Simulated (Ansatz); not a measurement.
Two members of one family (Series [CuX2]-), computed with Ansatz in the gas phase. The two geometries come from different levels. A dash marks a value that wasn't run or was left out as unsound. The structures are stationary points that may keep the symmetry of their start. Remarks come from the PBE and PBE0 runs and from stability tests at other levels; not every state was tested. A HOMO above zero means that the electron is unbound at that level and held by the basis, or that self-interaction error raises the level; the energy of removing that electron tells which. HOMO above LUMO (over both spins in singlets and doublets, within one spin in higher multiplets; at PBE or PBE0), or a gap under 0.15 eV within one spin, warns that the state may not be the lowest or that an electron is smeared out.

First: [CuCl2]- (singlet, charge -1, B3LYP-D4/def2-TZVPD geometry).

| atom | x (Å) | y (Å) | z (Å) |
| --- | --- | --- | --- |
| Cu1 | 0.000 | 0.000 | 0.000 |
| Cl2 | 0.787 | 1.101 | 1.679 |
| Cl3 | -0.787 | -1.101 | -1.679 |

| level | HOMO (eV) | vertical IE (eV) |
| --- | --- | --- |
| PBE-D4/def2-SVPD | -0.54 | – |
| PBE-D4/def2-TZVPD | -0.66 | 4.03 |
| r2SCAN-D4/def2-TZVPD | -0.78 | 4.09 |
| PBE0-D4/def2-SVPD | -2.30 | – |
| PBE0-D4/def2-TZVPD | -2.37 | 4.33 |

Metal–donor distances: 2 × Cl 2.16 Å. Remarks: gap within one spin near zero at PBE or PBE0 (neutral doublet).

Second: [CuF2]- (singlet, charge -1, PBE0-D4/def2-TZVPD geometry).

```csv
atom,x (Å),y (Å),z (Å)
Cu1,0.0000,0.0000,0.0000
F2,0.4172,0.5099,-1.6807
F3,-0.4172,-0.5099,1.6807
```

Task: What does the change do? Estimate second minus first.

Result: 
```csv
level,Δ HOMO (eV),Δ vertical IE (eV)
PBE-D4/def2-SVPD,1.21,–
PBE-D4/def2-TZVPD,1.10,-0.33
r2SCAN-D4/def2-TZVPD,1.05,-0.48
PBE0-D4/def2-SVPD,1.37,–
PBE0-D4/def2-TZVPD,1.27,-0.83
```

Metal–donor distances: 2 × F 1.81 Å. Remarks: HOMO above zero at PBE or PBE0, restricted SCF unstable in HF, gap within one spin near zero at PBE or PBE0 (neutral doublet).
